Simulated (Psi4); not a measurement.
Torsional profile of C₃H₆Ge, SMILES C#C[CH2][GeH3]. Scanned: dihedral C2–C3–Ge4–H8; all other coordinates were relaxed at GFN2-xTB. Heavy atoms are numbered in the order of the SMILES C#C[CH2][GeH3], hydrogens after them in the order of the atoms that carry them; the mirror image has the same energies with the sign of each dihedral reversed.

Levels of theory: PBE/def2-TZVP // GFN2-xTB (Psi4); PBE-D3(BJ)/def2-TZVP // GFN2-xTB (Psi4); wB97X-D/def2-TZVP // GFN2-xTB (Psi4); MP2/cc-pVTZ = DF-MP2 (frozen core)/cc-pVTZ // GFN2-xTB (Psi4).

Energies relative to the lowest point of each profile, in kJ/mol; the last columns give the difference from MP2:

| φ / ° | PBE/def2-TZVP | PBE-D3(BJ)/def2-TZVP | wB97X-D/def2-TZVP | MP2/cc-pVTZ | PBE/def2-TZVP − MP2/cc-pVTZ | PBE-D3(BJ)/def2-TZVP − MP2/cc-pVTZ | wB97X-D/def2-TZVP − MP2/cc-pVTZ |
|---|---|---|---|---|---|---|---|
| 0 | 5.26 | 5.31 | 5.70 | 6.63 | -1.36 | -1.32 | -0.92 |
| 10 | 4.90 | 4.95 | 5.35 | 6.17 | -1.27 | -1.23 | -0.82 |
| 20 | 3.91 | 3.94 | 4.30 | 4.92 | -1.00 | -0.97 | -0.61 |
| 30 | 2.59 | 2.60 | 2.84 | 3.24 | -0.66 | -0.64 | -0.40 |
| 40 | 1.29 | 1.29 | 1.48 | 1.59 | -0.30 | -0.30 | -0.11 |
| 50 | 0.36 | 0.36 | 0.48 | 0.42 | -0.06 | -0.06 | 0.06 |
| 60 | 0.00 | 0.00 | 0.00 | 0.00 | 0.00 | 0.00 | 0.00 |
| 70 | 0.33 | 0.35 | 0.46 | 0.43 | -0.09 | -0.08 | 0.03 |
| 80 | 1.26 | 1.28 | 1.45 | 1.61 | -0.36 | -0.33 | -0.17 |
| 90 | 2.53 | 2.56 | 2.79 | 3.23 | -0.71 | -0.67 | -0.44 |
| 100 | 3.86 | 3.90 | 4.25 | 4.89 | -1.04 | -0.99 | -0.65 |
| 110 | 4.85 | 4.90 | 5.29 | 6.14 | -1.28 | -1.23 | -0.85 |

PBE/def2-TZVP is furthest from MP2/cc-pVTZ at 0 (-1.36 kJ/mol, below); its mean absolute difference over the points is 0.68 kJ/mol.

PBE-D3(BJ)/def2-TZVP is furthest from MP2/cc-pVTZ at 0 (-1.32 kJ/mol, below); its mean absolute difference over the points is 0.65 kJ/mol.

wB97X-D/def2-TZVP is furthest from MP2/cc-pVTZ at 0 (-0.92 kJ/mol, below); its mean absolute difference over the points is 0.42 kJ/mol.
